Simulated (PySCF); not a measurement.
H₆Cl₂Ge₂Si (SMILES Cl[Si](Cl)([GeH3])[GeH3]), singlet, at a GFN2-xTB geometry; CASSCF(10,9)/STO-3G run with PySCF.

Input for PySCF:
```python
from pyscf import gto, scf, mcscf
import numpy

mol = gto.M(
    atom='''
Cl   -0.092077    2.136479    0.837020
Si   -0.063180    0.382839   -0.177618
Cl   -0.409464    0.767838   -2.136220
Ge    2.076529   -0.562510    0.037898
Ge   -1.816149   -0.949297    0.639737
H     2.790805   -0.783418   -1.257545
H     2.033915   -1.915246    0.681932
H     3.021244    0.230733    0.883949
H    -2.988225   -0.174218    1.151807
H    -2.381799   -1.903677   -0.363925
H    -1.397389   -1.809499    1.792515
''',
    basis='sto-3g',
    charge=0,
    spin=0,
    verbose=4,
)

mf = scf.RHF(mol)
mf.kernel()
mc = mcscf.CASSCF(mf, 9, 10)
mc.fix_spin_(ss=0.0)
mc.kernel()
occ = numpy.linalg.eigvalsh(mc.fcisolver.make_rdm1(mc.ci, mc.ncas, mc.nelecas))[::-1]
ss = mc.fcisolver.spin_square(mc.ci, mc.ncas, mc.nelecas)[0]
print('natural occupations', occ.round(4), ' <S^2>', round(ss, 4))
```

The log (banner, timings and long lists left out):

```
PySCF version 2.14.0

[INPUT] verbose = 4
[INPUT] num. atoms = 11
[INPUT] num. electrons = 118
[INPUT] charge = 0
[INPUT] spin (= nelec alpha-beta = 2S) = 0
[INPUT] symmetry False subgroup None
[INPUT] Mole.unit = angstrom
[INPUT] Symbol           X                Y                Z      unit          X                Y                Z       unit  Magmom
[...]
nuclear repulsion = 965.196592988666
number of shells = 37
number of NR pGTOs = 207
number of NR cGTOs = 69
basis = sto-3g
ecp = {}

******** <class 'pyscf.scf.hf.RHF'> ********
method = RHF
initial guess = minao
damping factor = 0
level_shift factor = 0
DIIS = <class 'pyscf.scf.diis.CDIIS'>
diis_start_cycle = 1
diis_space = 8
diis_damp = 0
SCF conv_tol = 1e-09
SCF conv_tol_grad = None
SCF max_cycles = 50
direct_scf = True
direct_scf_tol = 1e-13
Set gradient conv threshold to 3.16228e-05
Initial guess from minao.
init E= -5295.97368999584
[...]
cycle= 1 E= -5301.81407451487  delta_E= -5.84  |g|= 0.575  |ddm|= 3.73
[...]
cycle= 2 E= -5301.94618289171  delta_E= -0.132  |g|= 0.0796  |ddm|= 1.16
[...]
cycle= 3 E= -5301.94857999495  delta_E= -0.0024  |g|= 0.0162  |ddm|= 0.157
[...]
cycle= 4 E= -5301.94874578334  delta_E= -0.000166  |g|= 0.00428  |ddm|= 0.0426
[...]
cycle= 5 E= -5301.94875960988  delta_E= -1.38e-05  |g|= 0.000511  |ddm|= 0.0151
[...]
cycle= 6 E= -5301.94875982778  delta_E= -2.18e-07  |g|= 5.91e-05  |ddm|= 0.00194
[...]
cycle= 7 E= -5301.94875983064  delta_E= -2.86e-09  |g|= 7.76e-06  |ddm|= 0.000219
[...]
cycle= 8 E= -5301.94875983072  delta_E= -8.46e-11  |g|= 1.28e-06  |ddm|= 2.91e-05
[...]
Extra cycle  E= -5301.94875983071  delta_E= 1.46e-11  |g|= 4.89e-07  |ddm|= 3.54e-06
converged SCF energy = -5301.94875983071

******** <class 'pyscf.mcscf.mc1step.CASSCF'> ********
CAS (5e+5e, 9o), ncore = 54, nvir = 6
max_cycle_macro = 50
max_cycle_micro = 4
conv_tol = 1e-07
conv_tol_grad = None
orbital rotation max_stepsize = 0.02
orbital rotation threshold for CI restart = 0.01
augmented hessian ah_max_cycle = 30
augmented hessian ah_conv_tol = 1e-12
augmented hessian ah_linear dependence = 1e-14
augmented hessian ah_level shift = 1e-08
augmented hessian ah_start_tol = 2.5
augmented hessian ah_start_cycle = 3
augmented hessian ah_grad_trust_region = 3
kf_trust_region = 3
kf_interval = 4
ci_response_space = 4
ci_grad_trust_region = 3
with_dep4 0
natorb = False
canonicalization = True
sorting_mo_energy = False
ao2mo_level = 2
internal_rotation = False
******** <class 'pyscf.fci.addons.SpinPenaltyFCISolver'> ********
max. cycles = 50
conv_tol = 1e-08
davidson only = True
linear dependence = 1e-12
level shift = 0.001
max iter space = 12
nroots = 1
pspace_size = 400
spin = None
CASCI E = -5301.95568360660  S^2 = 0.0000000
Set conv_tol_grad to 0.000316228
macro iter   1 ( 21 JK    4 micro), CASSCF E = -5301.96269685177  dE = -7.01324517e-03  S^2 = 0.0000000
               |grad[o]|=0.00941  |grad[c]|=0.0266  |ddm|=0.0489  |maxRot[o]|= 0.31
macro iter   2 ( 21 JK    4 micro), CASSCF E = -5301.96848595881  dE = -5.78910704e-03  S^2 = 0.0000000
               |grad[o]|=0.0101  |grad[c]|=0.051  |ddm|=0.0292  |maxRot[o]|=0.258
macro iter   3 ( 21 JK    4 micro), CASSCF E = -5301.97311163846  dE = -4.62567965e-03  S^2 = 0.0000000
               |grad[o]|=0.00978  |grad[c]|=0.0423  |ddm|=0.0125  |maxRot[o]|=0.269
macro iter   4 ( 21 JK    4 micro), CASSCF E = -5301.97642486860  dE = -3.31323014e-03  S^2 = 0.0000000
               |grad[o]|=0.009  |grad[c]|=0.0584  |ddm|=0.014  |maxRot[o]|=0.198
macro iter   5 ( 21 JK    4 micro), CASSCF E = -5301.97810657127  dE = -1.68170267e-03  S^2 = 0.0000000
               |grad[o]|=0.00976  |grad[c]|=0.034  |ddm|=0.00775  |maxRot[o]|=0.147
macro iter   6 ( 21 JK    4 micro), CASSCF E = -5301.97971838536  dE = -1.61181409e-03  S^2 = 0.0000000
               |grad[o]|=0.00864  |grad[c]|=0.0319  |ddm|=0.00452  |maxRot[o]|= 0.19
macro iter   7 ( 17 JK    4 micro), CASSCF E = -5301.98242053514  dE = -2.70214977e-03  S^2 = 0.0000000
[...]
               |grad[o]|=0.00264  |grad[c]|=0.00234  |ddm|=0.00131  |maxRot[o]|=0.0352
macro iter  33 (  7 JK    2 micro), CASSCF E = -5301.99346814744  dE = -2.39698857e-04  S^2 = 0.0000000
               |grad[o]|=0.00282  |grad[c]|=0.00384  |ddm|=0.00188  |maxRot[o]|=0.0497
macro iter  34 (  7 JK    2 micro), CASSCF E = -5301.99365747423  dE = -1.89326791e-04  S^2 = 0.0000000
               |grad[o]|=0.00343  |grad[c]|=0.0048  |ddm|=0.0018  |maxRot[o]|=0.059
macro iter  35 ( 17 JK    4 micro), CASSCF E = -5301.99341498543  dE =  2.42488799e-04  S^2 = 0.0000000
               |grad[o]|=0.00305  |grad[c]|=0.0176  |ddm|=0.00336  |maxRot[o]|=0.0812
macro iter  36 ( 21 JK    4 micro), CASSCF E = -5301.99347367598  dE = -5.86905498e-05  S^2 = 0.0000000
               |grad[o]|=0.0027  |grad[c]|=0.00278  |ddm|=0.00087  |maxRot[o]|=0.0209
macro iter  37 (  7 JK    2 micro), CASSCF E = -5301.99362517277  dE = -1.51496790e-04  S^2 = 0.0000000
               |grad[o]|=0.00212  |grad[c]|=0.00236  |ddm|=0.000906  |maxRot[o]|=0.0367
macro iter  38 (  7 JK    2 micro), CASSCF E = -5301.99373955112  dE = -1.14378345e-04  S^2 = 0.0000000
               |grad[o]|=0.00168  |grad[c]|=0.00477  |ddm|=0.000653  |maxRot[o]|=0.0507
macro iter  39 ( 15 JK    4 micro), CASSCF E = -5301.99373867858  dE =  8.72534656e-07  S^2 = 0.0000000
               |grad[o]|=0.00082  |grad[c]|=0.0091  |ddm|=0.0051  |maxRot[o]|=  0.1
macro iter  40 ( 21 JK    4 micro), CASSCF E = -5301.99375670697  dE = -1.80283932e-05  S^2 = 0.0000000
               |grad[o]|=0.00121  |grad[c]|=0.00125  |ddm|=0.00028  |maxRot[o]|=0.0242
macro iter  41 (  7 JK    2 micro), CASSCF E = -5301.99378238401  dE = -2.56770381e-05  S^2 = 0.0000000
               |grad[o]|=0.000626  |grad[c]|=0.00173  |ddm|=0.000939  |maxRot[o]|=0.0329
macro iter  42 ( 12 JK    3 micro), CASSCF E = -5301.99378860515  dE = -6.22113657e-06  S^2 = 0.0000000
               |grad[o]|=0.000302  |grad[c]|=0.000675  |ddm|=0.0027  |maxRot[o]|=0.0666
macro iter  43 ( 16 JK    4 micro), CASSCF E = -5301.99372075367  dE =  6.78514798e-05  S^2 = 0.0000000
               |grad[o]|=0.00121  |grad[c]|=0.0121  |ddm|=0.00369  |maxRot[o]|=0.104
macro iter  44 ( 21 JK    4 micro), CASSCF E = -5301.99374962924  dE = -2.88755709e-05  S^2 = 0.0000000
               |grad[o]|=0.00101  |grad[c]|=0.00148  |ddm|=0.000597  |maxRot[o]|=0.0583
macro iter  45 (  7 JK    2 micro), CASSCF E = -5301.99377258706  dE = -2.29578218e-05  S^2 = 0.0000000
               |grad[o]|=0.000526  |grad[c]|=0.00133  |ddm|=0.000744  |maxRot[o]|=0.0352
macro iter  46 (  7 JK    2 micro), CASSCF E = -5301.99378501134  dE = -1.24242779e-05  S^2 = 0.0000000
               |grad[o]|=0.000297  |grad[c]|=0.00138  |ddm|=0.00103  |maxRot[o]|=0.0313
macro iter  47 ( 12 JK    3 micro), CASSCF E = -5301.99378602709  dE = -1.01575461e-06  S^2 = 0.0000000
               |grad[o]|=0.000342  |grad[c]|=0.00106  |ddm|=0.0026  |maxRot[o]|=0.0715
macro iter  48 ( 17 JK    4 micro), CASSCF E = -5301.99371535776  dE =  7.06693336e-05  S^2 = 0.0000000
               |grad[o]|=0.00085  |grad[c]|=0.0197  |ddm|=0.00355  |maxRot[o]|=0.0852
macro iter  49 ( 21 JK    4 micro), CASSCF E = -5301.99374112755  dE = -2.57697893e-05  S^2 = 0.0000000
               |grad[o]|=0.00147  |grad[c]|=0.0018  |ddm|=0.000412  |maxRot[o]|=0.0409
macro iter  50 (  7 JK    2 micro), CASSCF E = -5301.99377235094  dE = -3.12233915e-05  S^2 = 0.0000000
               |grad[o]|=0.00086  |grad[c]|=0.0024  |ddm|=0.000911  |maxRot[o]|=0.0352
1-step CASSCF not converged,  50 macro (705 JK 158 micro) steps
CASSCF canonicalization
Density matrix diagonal elements [1.98351336 1.99778245 1.98251174 1.98094223 1.98054326 0.02256914
 0.01790551 0.01753643 0.01669587]
CASSCF energy = -5301.99377235094
CASCI E = -5301.99377235094  E(CI) = -17.2881078571309  S^2 = 0.0000000
natural occupations [1.9979 1.9849 1.9825 1.9804 1.9799 0.0228 0.0178 0.017  0.0166]  <S^2> 0.0
```

Convergence was not reached.
